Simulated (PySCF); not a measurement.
Input for PySCF: R-MP2/6-31G* on H5NSi2 (SMILES N[Si][SiH3]), a point of a torsion scan.

```python
from pyscf import gto, scf, dft, mp
from pyscf.data.elements import chemcore

mol = gto.M(
    atom='''
    N     1.83991123   -0.17354128    0.31376647
    Si    0.44200896    0.02463837    1.29603181
    Si   -1.33225007    0.12536117   -0.14811732
    H     2.76195490   -0.27913046    0.70307495
    H     1.87411091   -0.18832561   -0.69536921
    H    -1.95464502   -1.21410804   -0.14360921
    H    -2.31783791    1.00609645    0.50756607
    H    -1.41145021    0.51337703   -1.56931794
    ''',
    basis='6-31g*',
    cart=True,
    charge=0, spin=0, verbose=3, max_memory=1800)
mf = scf.RHF(mol)
mf.conv_tol = 1e-8
mf.max_cycle = 100
mf.kernel()
if not mf.converged:
    mf = mf.newton().run(mf.mo_coeff, mf.mo_occ)
pt = mp.MP2(mf, frozen=chemcore(mol)).run()
```

Program output:

```
converged SCF energy = -635.155794793451
E(RMP2) = -635.475114953649  E_corr = -0.319320160197658
E(SCS-RMP2) = -635.478855330589  E_corr = -0.323060537137542
```

The run converged.

Cost: around 0.8 core-seconds (rough).
